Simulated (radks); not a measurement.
Polarisabilities and homonuclear dispersion coefficients (atomic units). Code: a radial shooting solver on a logarithmic mesh with Libxc functionals. Model: scalar-relativistic Kohn-Sham, exchange-only LDA, spin-polarised, spherical densities, finite nucleus; open shells are filled with parallel spins first (spin-orbit coupling, left out, can overturn this in heavy ions); Fermi nuclear charge, rms radius of each element as measured or else 0.836 A^(1/3) + 0.57 fm. Response by self-consistent Sternheimer equations with the Hartree and adiabatic exchange-only LDA kernel, the relativistic mass of each level held fixed and spin-orbit coupling left out. For heavy and open-shell atoms this level of theory can miss by tens of per cent. "Uncoupled" leaves out the induced potential. Quadrupole and octupole values are given only where no p, d or f shell is open.

species      configuration  alpha1 (bohr^3)  alpha1, uncoupled  alpha2 (bohr^5)  alpha3 (bohr^7)     C6     C8  recommended alpha1
Zn           [Ar] 3d10 4s2            39.14              70.61            357.3             6209  285.9  14330       38.67 +/- 0.3
Au+         [Xe] 4f14 5d10            15.04              26.56            158.5            887.8  113.1   2982                   -
Tc+           [Kr] 4d5 5s1            33.89              55.62                -                -  255.2      -                   -
S+            [Ne] 3s2 3p3            11.40              18.20                -                -  56.93      -                   -
Mo2+              [Kr] 4d4            11.31              15.88                -                -  61.02      -                   -
Pt       [Xe] 4f14 5d9 6s1            41.26              78.94                -                -  402.8      -            48 +/- 4
Ba3+     [Kr] 4d10 5s2 5p5            8.404              14.32                -                -  53.22      -                   -
O2+           [He] 2s2 2p2            1.795              2.551                -                -  2.416      -                   -

Recommended values: Schwerdtfeger and Nagle, table of static dipole polarisabilities (2023 update), measured or computed.
